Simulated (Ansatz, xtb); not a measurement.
Molecule: sum formula SiPH$_{4}$ (charge -1, singlet). It need not be the lowest isomer of its formula. Whether it binds its extra electron was not tested at this geometry. SMILES: [SiH3][PH-]
Coordinates optimised at B3LYP-D3(BJ)/def2-TZVP (Ansatz, a program for electronic structure):
```
Si
H 1 1.5048
H 1 1.5151 2 102.52
H 1 1.5151 2 102.52 3 -103.18
P 1 2.1846 2 109.76 3 128.41
H 5 1.4331 1 92.61 2 180.00
```
Charge -1, spin multiplicity 1.

Harmonic wavenumbers from GFN2-xTB (xtb, at its own minimum), cm⁻¹: 174, 499, 529, 603, 783, 821, 835, 883, 2000, 2044, 2145, 2393.

### Question
Give the harmonic wavenumbers at B3LYP-D3(BJ)/def2-TZVP (Ansatz, finite differences of forces, unscaled).

### Answer
225, 485, 489, 589, 778, 932, 952, 1002, 1986, 2031, 2093, 2273 cm⁻¹. Zero-point energy 19.8 kcal/mol.

### Question
From these and the geometry, give the ideal-gas thermochemistry at 298.15 K and 1 atm (rigid rotor, harmonic oscillator).

### Answer
Point group Cs, rotational symmetry number 1. Rotational constants 67.31, 6.017, 5.871 GHz. S(trans) 38.35, S(rot) 22.43, S(vib) 4.33, S(elec, spin only) 0.00, S 65.1 cal/(mol K). H(298) - H(0) 3.23 kcal/mol; G - E(el) 3.6 kcal/mol.
